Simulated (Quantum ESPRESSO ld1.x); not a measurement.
Problem. The mean radii <r> (bohr) of the occupied orbitals of an atom or ion are listed with their occupations. Calculated with ld1.x of Quantum ESPRESSO 7.5: Dirac Kohn-Sham, LDA (Slater exchange, Hedin-Lundqvist correlation), spin-unpolarised, spherical densities, point nucleus.

| orbital | occ. | <r> |
|---|---|---|
| 1s1/2 | 2 | 0.03711 |
| 2s1/2 | 2 | 0.1625 |
| 2p1/2 | 2 | 0.1388 |
| 2p3/2 | 4 | 0.1431 |
| 3s1/2 | 2 | 0.4592 |
| 3p1/2 | 2 | 0.4556 |
| 3p3/2 | 4 | 0.4661 |
| 3d3/2 | 4 | 0.4508 |
| 3d5/2 | 6 | 0.4544 |
| 4s1/2 | 2 | 1.212 |
| 4p1/2 | 2 | 1.348 |
| 4p3/2 | 4 | 1.380 |
| 5s1/2 | 2 | 3.692 |
| 4d3/2 | 0.8 | 2.281 |
| 4d5/2 | 1.2 | 2.310 |

Name the element and its charge. Open shells, if any, are shared by 2j + 1.

Solution. Z = 40, zirconium, charge 0: Zr in [Kr] 4d2 5s2. The 1s radius gives Z: for a bare nucleus <r> = (2 gamma + 1)/(2Z) with gamma = sqrt(1 - (Z/c)^2), 0.03641 bohr for Z = 40, and screening makes it slightly larger (0.03711 here). The occupations add up to 40, and the charge is Z minus that.
